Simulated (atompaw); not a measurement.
**Before and after: PAW (atompaw) potential for titanium (Ti)**

atompaw 4.2.0.5 input, output lines left out:

```
Ti 22
GGA-PBESOL scalarrelativistic loggrid 1500 logderivrange -2 5 176
4 4 3 0 0 0
4 1 0
3 2 2
0 0 0
c
c
c
v
c
c
v
v
2
3.00 2.45 2.00 1.85
y
2.5
n
y
0.85
n
y
1
n
custom rrkj vanderbiltortho besselshape
3 0 troulliermartins
3.00
3.00
3.00
3.00
3.00
3.00
```

Change: wave 3d (bound): rc 3.00 bohr becomes 3d (bound): rc 2.38 bohr.

Cutoffs: the cutoffs (Ry, on a coarse ladder) from which the occupation-weighted sum of valence levels, in a spherical-Bessel basis at the reference potential, stays within 10 and 1 mRy of its value at 400 Ry; they do not see the model core or the augmentation charge, which bear on the density cutoff.

Question: What does the change do?

Answer: The potential gets harder (10 Ry and 12 Ry → 15 Ry and 18 Ry); both files keep a bound ghost (s); the range in which the d phases agree narrows (upper end at the end of the scan → 2.0).

```tsv
quantity	base	changed
cutoff, loose	10 Ry	15 Ry
cutoff, tight	12 Ry	18 Ry
loose cutoff by channel (10 mRy a level)	s 6 Ry, d 10 Ry	s 6 Ry, d 15 Ry
bound ghosts	s	s
s: phases at 3.02 bohr within 0.05 rad from the reference energy up to (Ry; the scan ends near 5)	3.8	3.8
p: phases at 3.02 bohr within 0.05 rad from the reference energy up to (Ry; the scan ends near 5)	1.8	1.8
d: phases at 3.02 bohr within 0.05 rad from the reference energy up to (Ry; the scan ends near 5)	to the end of the scan	2.0
lowest overlap eigenvalue by channel	s 0.49, p 0.52, d 0.86	s 0.49, p 0.52, d 0.71
```

 A true bound ghost makes a file unfit for plane-wave use even where its test errors are small: the radial tests pick states by their node count and pass the ghost by. The cutoffs see the waves, projectors and local potential, not the compensation charge or the core.
